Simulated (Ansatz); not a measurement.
Reaction (cleavage of the Sn–Al bond): `[SiH3][Al]([Cl])[SnH3]` + HCl → `[Cl][SnH3]` + `[SiH3][AlH][Cl]`

Program: Ansatz. Geometries: PBE0-D4/def2-TZVP. ΔE: electronic, gas phase. CBS: MP2 limit from def2 TZ/QZ plus the TZ coupled-cluster correction, frozen cores. This one scheme is used for every species. DFT in def2-TZVPP. B3LYP here is the variant with VWN-RPA as its local correlation; programs differ in this. Elements past krypton have def2 core potentials. For Sn outer-core shells are correlated without core-valence functions, which leaves a few kJ/mol of doubt a bond.

```csv
level,ΔE (kJ/mol),difference from CCSD(T)/CBS
revPBE-D4,-33.6,6.0
BLYP-D4,-40.8,-1.2
r2SCAN0-D4,-41.4,-1.8
B2PLYP,-45.5,-5.9
PBE-QIDH,-39.4,0.2
revPBE,-35.5,4.1
PBE0,-36.7,2.9
B3LYP,-47.0,-7.4
r2SCAN0,-42.8,-3.2
BHLYP,-53.9,-14.3
CAM-B3LYP,-50.2,-10.6
CCSD/def2-SVP,-42.7,-3.1
HF/def2-TZVPP,-68.4,-28.8
CCSD/def2-TZVPP,-39.3,0.3
CCSD(T)/def2-TZVPP,-36.5,3.1
MP2/def2-QZVPP,-41.4,-1.8
CCSD(T)/CBS,-39.6,0
```

Largest T1 diagnostic among the species: 0.013.

Leaving LDA and LC-ωPBE aside and taking each functional with its dispersion term where it has one, the values, not all of them listed here, spread over 30.7 kJ/mol, from B97M-V to PBE-D4. LDA lies +9.8 kJ/mol from PBE without D4. From BLYP to BHLYP (50 % exact exchange), in def2-TZVPP and without D4, ΔE moves by −9.1 kJ/mol.
